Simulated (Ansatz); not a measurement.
One change: `[AlH2][SiH2][ZnH]` becomes `[AlH2][SiH2][SiH3]`.

Ansatz, PBE0-D4/def2-TZVP geometries, multiplicity 1. 

Scalar relativity is left out up to krypton.

```
                                                                                  property  `[AlH2][SiH2][ZnH]`
                                                     LUMO energy (ωB97M-V/def2-TZVPP) / eV                -0.51
                                            size of the dipole moment (PBE/def2-TZVPP) / D                 0.26
                                                     HOMO–LUMO gap (B3LYP/def2-TZVPP) / eV                 4.47
ideal-gas entropy at 298 K and 1 bar (rigid rotor, harmonic PBE0-D4/def2-TZVP) / J/(mol·K)                  353
                                                         LUMO energy (PBE/def2-TZVPP) / eV                -2.82
                                            zero-point energy (PBE0-D4/def2-TZVP) / kJ/mol                 94.4
```

Q: What does the change do to each property? (An estimate is asked.)

A: Ansatz gave: 
```tsv
property	`[AlH2][SiH2][SiH3]`	shift
LUMO energy (ωB97M-V/def2-TZVPP) / eV	-0.58	-0.07
size of the dipole moment (PBE/def2-TZVPP) / D	0.27	0.01
HOMO–LUMO gap (B3LYP/def2-TZVPP) / eV	4.90	0.43
ideal-gas entropy at 298 K and 1 bar (rigid rotor, harmonic PBE0-D4/def2-TZVP) / J/(mol·K)	360	7
LUMO energy (PBE/def2-TZVPP) / eV	-2.93	-0.11
zero-point energy (PBE0-D4/def2-TZVP) / kJ/mol	143.0	48.6
```

With PBE0 the HOMO falls by 0.52 eV and the LUMO falls by 0.10 eV, so the gap widens by about 0.42 eV. PBE moves the HOMO by -0.43 eV and ωB97M-V by -0.55 eV. The zero-point energy changes by 48.6 kJ/mol with +6 modes. Dipoles are sizes alone; their direction can turn. Modes under 60 cm⁻¹, often nearly free rotors, make the harmonic entropy too high.

B3LYP here is the variant with VWN-RPA as its local correlation; programs differ in this.
